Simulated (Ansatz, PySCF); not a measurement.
Species: CH₃AlF, charge 0, multiplicity 2. SMILES: [CH3][Al][F]
Structure (B3LYP-D3(BJ)/def2-TZVP (Ansatz, a quantum-chemistry and plane-wave program) minimum search):
```
C
H 1 1.0896
H 1 1.0937 2 109.12
H 1 1.0937 2 109.12 3 117.96
Al 1 1.9765 2 112.88 3 -121.02
F 5 1.6675 1 115.82 2 180.00
```
Charge 0, spin multiplicity 2.

Quantity: enthalpy of formation at 298 K, in kcal/mol. Terms: UHF or UKS for open shells; non-relativistic; six Cartesian d functions in 6-31G* and its kin unless marked 5d; no spin-orbit coupling; no dispersion term unless named; frozen cores in correlated levels; LANL2DZ with its own core potentials from Na on. First-principles rows: single points at B3LYP-D3(BJ) geometries (Ansatz), with unscaled harmonic terms from B3LYP/6-31G* at its own minima, enthalpies of formation by atomisation with measured atoms. The spin state of an ion or metal species was assumed, not searched.

| level | program | enthalpy of formation at 298 K (kcal/mol) |
|---|---|---|
| SVWN5/6-31G* | Ansatz | -123.3 |
| BP86/6-31G* (5d) | PySCF | -68.6 |
| B3LYP/LANL2DZ | Ansatz | -32.9 |
| B3LYP/6-31G* | Ansatz | -53.8 |
| MP2/STO-3G | Ansatz | -68.0 |
| MP2/LANL2DZ | Ansatz | 14.7 |
| MP2/6-31G* | Ansatz | -26.5 |
| wB97M-V/def2-TZVPD | Ansatz | -59.0 |

No value to compare with is used here. The 7 habitual levels span -123.3 (SVWN5/6-31G*) to 14.7 kcal/mol (MP2/LANL2DZ); wB97M-V/def2-TZVPD gives -59.0.

The levels are drawn from those run, B3LYP/6-31G* more often than the rest, none by its result; runs whose electronic state is in doubt are left out.
